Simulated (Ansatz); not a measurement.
C3H9B3O3, charge +1, doublet, at a GFN2-xTB geometry (a state made from the parent by changing its charge; the spin is typed, not shown lowest); PBE/6-31G* (Ansatz, a program for electronic structure).

The Ansatz input:
Ansatz 0.2 input:
```yaml
crystal:
  periodic: [false, false, false]
  atoms:
    - {symbol: C, position_ang: [-1.86921833, -2.30973507, -0.20001952]}
    - {symbol: B, position_ang: [-0.89781226, -1.07389565, -0.09636603]}
    - {symbol: O, position_ang: [0.46707948, -1.27383094, 0.04116915]}
    - {symbol: B, position_ang: [1.29249091, -0.22209950, 0.13036239]}
    - {symbol: C, position_ang: [2.88350992, -0.49012124, 0.28816344]}
    - {symbol: O, position_ang: [0.86577880, 1.05123225, 0.09371161]}
    - {symbol: B, position_ang: [-0.48969592, 1.30369220, -0.04280953]}
    - {symbol: C, position_ang: [-0.99428482, 2.80118990, -0.08592043]}
    - {symbol: O, position_ang: [-1.27447429, 0.21916510, -0.12860370]}
    - {symbol: H, position_ang: [-1.35306759, -3.26268703, -0.15703666]}
    - {symbol: H, position_ang: [-2.42127881, -2.25763040, -1.13753568]}
    - {symbol: H, position_ang: [-2.59061526, -2.27087706, 0.61520608]}
    - {symbol: H, position_ang: [3.22032040, -1.01336254, -0.60324959]}
    - {symbol: H, position_ang: [3.03259602, -1.12420064, 1.15805345]}
    - {symbol: H, position_ang: [3.40374293, 0.45452431, 0.40072714]}
    - {symbol: H, position_ang: [-1.70188331, 2.96037468, 0.72651878]}
    - {symbol: H, position_ang: [-0.18888059, 3.52145244, 0.00580456]}
    - {symbol: H, position_ang: [-1.51295973, 2.97338817, -1.02797967]}
basis:
  gaussian:
    orbitals: 6-31G*
hamiltonian:
  xc: pbe
total_charge: 1
magnetization: {spin_polarized: true, initial_magnetization: 1}
accuracy: high
```

The log (banner, timings and long lists left out):

```
Functional definition: PBE
3655 factors; integrals over basis functions are off by at most 1.8e-8 eV
mean field evaluation 1: about -11386.2454 eV, gradient 8.2e1 eV
mean field evaluation 2: about -11338.9104 eV, gradient 1.3e2 eV
mean field evaluation 4: about -11410.5479 eV, gradient 1.7e1 eV
mean field evaluation 8: about -11412.4445 eV, gradient 1.1e0 eV
mean field evaluation 16: about -11412.4375 eV, gradient 3.7e-3 eV
mean field evaluation 32: about -11412.4375 eV, gradient 7.7e-8 eV
mean field -11412.43754679 eV, -419.3993442164 hartree, gradient 7.7e-8 eV, S^2 0.751021; 4 other end points of the search recorded, 0 dependent functions left out
reference -11412.43755019 eV, -419.3993443413 hartree; 33, 32 occupied and 120, 121 virtual orbitals, 3655 factors
Total energy: -11412.43755019 eV, -419.3993443413 hartree
```
